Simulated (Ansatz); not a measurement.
Computed with Ansatz.

A structure relaxed at PBE0-D4/def2-TZVP, charge 0, multiplicity 1:

Cartesian coordinates in Å:
```
C -2.6527 0.3581 0.9743
N -1.4948 0.2016 0.5493
Al 0.1340 -0.0180 -0.0491
Si 0.3699 -0.1272 -2.4847
Si 1.8849 -0.1769 1.6566
H -3.0894 1.3539 1.1423
H -3.3139 -0.4892 1.2093
H 1.0338 -1.3948 -2.9068
H -0.9441 -0.0507 -3.1835
H 1.2176 0.9905 -2.9928
H 1.3517 0.0229 3.0337
H 2.9520 0.8412 1.4319
H 2.5510 -1.5115 1.6195
```

(1) Give its formula and SMILES.

(2) Point group (tolerance 0.08 Å, 0.16 Å for H)?

(3) Summarise the bond lengths by kind.

## Answers

(1) CH8AlNSi2, `C=[N][Al]([SiH3])[SiH3]`.

(2) C2.

(3) 1 × C–N 1.243 Å; 2 × C–H 1.100 Å; 1 × Al–N 1.749 Å; 2 × Al–Si 2.449 to 2.450 Å; 6 × H–Si 1.490 to 1.492 Å.
